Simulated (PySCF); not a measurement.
C₃H₆N₂Si, SMILES C(=N\[SiH3])/CC#N.

The structure is a stationary point at ωB97X-D3(BJ)/def2-SVP. The structure was generated by enumeration; whether it is a known compound was not checked. The values are those of a single conformer.

Two levels are set side by side: TDA-PBE/def2-SVPD (PySCF) and TDA-PBE0/def2-SVPD (PySCF). Vertical, same geometry. The lowest singlet is HOMO→LUMO 100 % with PBE and HOMO→LUMO 98 % with the other functional; states are paired by order. Differences are taken from unrounded values.

```csv
quantity,TDA-PBE
lowest singlet excitation (eV),4.15
lowest triplet excitation (TDA) (eV),3.55
first bright state (f over 0.05) (eV),6.34
its oscillator strength,0.06
```

Problem. These are the TDA-PBE values. What does TDA-PBE0 give? (An estimate is asked for; the answer gives what the named calculation found.)

Solution. 
```csv
quantity,TDA-PBE0,TDA-PBE minus TDA-PBE0
lowest singlet excitation (eV),4.37,-0.23
lowest triplet excitation (TDA) (eV),3.70,-0.16
first bright state (f over 0.05) (eV),7.04,-0.71
its oscillator strength,0.08,-0.02
```

Functionals without exact exchange tend to place singlet excitations lower, as here. Differences between two approximate levels are no errors against the true value.

Rough cost on one machine, each run with all the roots and properties that it gave: TDA-PBE0 against TDA-PBE about 3 times.
